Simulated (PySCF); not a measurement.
**Relaxation of singlet Au₂Cl⁺**

All numbers come from PBE0/[Cl def2-TZVP, Au def2-TZVP with ECP60], scalar-relativistic core potentials, density fitting, no spin–orbit coupling, PySCF. A (50,194) grid was used.

A hand-made linear start, of D∞h symmetry, held to at least that symmetry:

```xyz
3
charge 1 multiplicity 1, angstrom
Cl    0.0000    0.0000    0.0000
Au    0.0000    0.0000    2.1854
Au    0.0000    0.0000   -2.1854
```

Q: What does it relax to?

A: It ends at D∞h with Cl–Au 2.322 Å (×2); Au–Cl–Au 180.0° (after a last refinement on a finer grid). A frequency run shows 2 imaginary modes (one degenerate set), down to 105i cm⁻¹, so it is a higher-order saddle point. Other isomers or separated fragments may lie lower.

Q: How much energy is released, and in how many steps?

A: 20.1 kJ/mol in 4 steps.

Stability towards spin polarisation was not tested. No spin–orbit coupling is included, which matters more the heavier the element.
